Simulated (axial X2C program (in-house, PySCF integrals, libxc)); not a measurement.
## Potential curves of MoCl⁺, two-component

Calculated with an in-house all-electron X2C program for linear molecules (integrals from PySCF). Two-component (2c) means X2C with spin–orbit coupling and atomic mean-field two-electron Coulomb and Gaunt terms. Basis: Mo dyall-cv3z [11s12p9d5f3g], Cl dyall-av3z [9s8p3d2f] (cores contracted in-house); Gaussian nuclei, density fitting, unrestricted open shells. Masses: Mo 97.905 u, Cl 34.969 u.

State: Ω = 2 (⟨Sz⟩ = 2.00, ⟨Lz⟩ = 0.00 at PBE0). Energies in cm⁻¹ from the fragments at the same level (Mo+ + Cl). Fits are polynomials in 1 − R0/R over 0.85 to 1.23 times the lowest point R0.

| R (Å) | PBE0 | CCSD | CCSD(T) | TPSSh |
| --- | --- | --- | --- | --- |
| 1.9331 | -12785 |  |  | -13928 |
| 2.0220 | -18385 | -13628 | -14871 | -19665 |
| 2.0887 | -20765 | -16434 | -17654 | -22144 |
| 2.1553 | -21968 | -18005 | -19207 | -23441 |
| 2.2220 | -22272 | -18620 | -19811 | -23833 |
| 2.2998 | -21775 | -18422 | -19604 | -23432 |
| 2.3775 | -20626 | -17501 | -18680 | -22369 |
| 2.4775 | -18521 | -15594 | -16774 | -20361 |
| 2.5997 | -15453 |  |  | -17375 |
| 2.7775 | -10925 |  |  | -12829 |

Correlated methods: 12 electrons correlated (number of frozen shells: Mo 4 s, 3 p, 1 d; Cl 2 s, 1 p), 292 virtual spin orbitals or spinors in MP2, 90 natural virtuals in coupled cluster.

Occupations by symmetry block were frozen at the best pattern of an incomplete PBE0 search. De is counted from the lowest determinant-based energies of the atoms at the same level, without counterpoise correction. Density functionals use the spin component along the axis (collinear). CCSD and (T) use frozen natural virtuals with an MP2 correction for the truncation; (T) itself is uncorrected, so its De runs slightly low. A 2c atom that is not at its ground J level misses part of its spin–orbit lowering, and De is too large by that part (0.04 eV or less for light atoms). This holds for PBE0, TPSSh. PBE0 can misorder states that lie within some tenths of an eV, so this need not be the ground state of the molecule. The nearest other 2c determinant of the search, Ω = 1, lies 0.12 eV up at the distance of the search. Without a current term, density functionals place determinants with orbital angular momentum somewhat too high. With several unpaired electrons one determinant need not be a pure state. Open-shell Ω = 0 determinants with evenly filled partner blocks cannot be reached by this program, so the Ω shown need not be the lowest component. With the outer-core shells frozen, correlated bond lengths of heavy atoms tend to come out a few hundredths of an ångström too long. Coupled cluster ran on the points near the minimum only. MP2 and coupled cluster on one determinant become unreliable at the stretched end.

What are Re, ωe and De at the PBE0 level?

At PBE0, 2c: Re = 2.215 Å, ωe ≈ 454 cm⁻¹, De = 2.76 eV to Mo+ + Cl; Be follows as 0.133 cm⁻¹.

What are Re, ωe and De at the CCSD level?

At CCSD, 2c: Re = 2.242 Å, ωe ≈ 445 cm⁻¹, De = 2.31 eV to Mo+ + Cl; Be follows as 0.13 cm⁻¹.

Fit the CCSD(T) curve near its minimum: give the equilibrium distance, the harmonic wavenumber and the well depth.

At CCSD(T), 2c: Re = 2.242 Å, ωe ≈ 444 cm⁻¹, De = 2.46 eV to Mo+ + Cl; Be follows as 0.13 cm⁻¹.

Fit the TPSSh curve near its minimum: give the equilibrium distance, the harmonic wavenumber and the well depth.

At TPSSh, 2c: Re = 2.223 Å, ωe ≈ 448 cm⁻¹, De = 2.95 eV to Mo+ + Cl; Be follows as 0.132 cm⁻¹.
